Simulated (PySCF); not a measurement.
Compound: C2H11NOSi2.
Geometry (PBE0-D3(BJ)/def2-SVP, Å), atoms numbered from 1 in this order:
```xyz
17
C2H11NOSi2 angstrom
C     -2.2135    0.1479   -1.1637
C     -1.7194   -0.3986    0.1546
O     -0.3423   -0.1456    0.2777
Si     0.6635   -0.6138    1.5161
N      2.1868   -0.0693    0.9223
Si     2.4272    0.6787   -0.6411
H     -2.0352    1.2320   -1.2198
H     -1.6808   -0.3290   -2.0001
H     -3.2916   -0.0368   -1.2832
H     -2.2711    0.0724    0.9910
H     -1.9170   -1.4867    0.2130
H      0.5871   -2.0971    1.7175
H      0.2752    0.0332    2.8104
H      3.0135   -0.1663    1.5019
H      1.6954    1.9718   -0.7933
H      3.8946    0.9557   -0.7365
H      2.0416   -0.2131   -1.7756
```

Linear response at CAM-B3LYP/def2-SVPD (PySCF, frozen core in the response, non-relativistic). Isolated species at its PBE0-D3(BJ)/def2-SVP geometry (one conformer only).

Static isotropic polarisability: 89.53 au (13.27 Å³), principal values 78.3, 91.7, 98.6 au.

(1) What is the polarisability at 1064 nm and at the sodium D line?

(2) What is the isotropic C6 coefficient between two such molecules, C6 = (3/π)∫α(iω)² dω?

(3) Which effective excitation energy ω̄ makes London's formula C6 = (3/4)α²ω̄ exact here?

(4) How anisotropic is the static polarisability, by Δα² = ½[(α1 − α2)² + (α2 − α3)² + (α3 − α1)²]?

(5) What three-body coefficient follows from the one-pole estimate C9 = (3/4)·α·C6?

(6) What does −C6/R⁶ come to at R = 12 Å between centres?

(7) The lowest 10 singlets have (eV, f): 6.36, 0.007; 6.78, 0.006; 7.36, 0.001; 7.57, 0.001; 7.63, 0.045; 7.85, 0.011; 7.98, 0.013; 8.20, 0.067; 8.30, 0.018; 8.32, 0.028. What share of the static polarisability do they carry in the sum over states α = Σ f/ω²?

(8) How many electrons N does the Slater–Kirkwood formula C6 = (3/4)·√N·α^(3/2) need to give this C6?

Results:

(1) 90.28 au at 1064 nm (+0.8 %), 92.04 au at 589.3 nm (+2.8 %). The rise at 589.3 nm is 3.35 times that at 1064 nm; a pure ω² law gives 3.26. The lowest singlet lies at 195 nm, shorter than both wavelengths.

(2) 3141 au (Eh·bohr⁶) by a ten-point quadrature over imaginary frequencies, which is 1880 eV·Å⁶ or 181 J·nm⁶/mol.

(3) ω̄ = 4·C6/(3α²) = 0.522 Eh = 14.2 eV. A one-pole form α(ω) = α/(1 − ω²/ω̄²) fitted to the 1064 nm value gives 12.8 eV. London's choice of the ionisation energy (9.45 eV, ΔSCF at the same level) gives C6 = 2090 au, 34 % too low.

(4) Δα = 17.8 au, or 0.20 of the isotropic value.

(5) 211000 au. This is an estimate from the two numbers above, not a computed integral.

(6) -61 J/mol. This is the leading, orientation-averaged term; C8 and higher terms are left out.

(7) 2.34 au, 2.6 % of α; the largest term, 0.74 au, is that of the state at 8.20 eV. Their oscillator strengths add up to 0.20. Higher states carry the rest.

(8) N = (4·C6/3)²/α³ = 24.4; the species has 66 electrons in all.

The run took 6.4 min (grids of density and orbitals included) on an Arm Neoverse N1 with one thread, shared host with 64 logical CPUs at a one-minute load of 60, and the process peaked at 1.1 GiB of memory. This is the whole response run at CAM-B3LYP/def2-SVPD, SCF included.
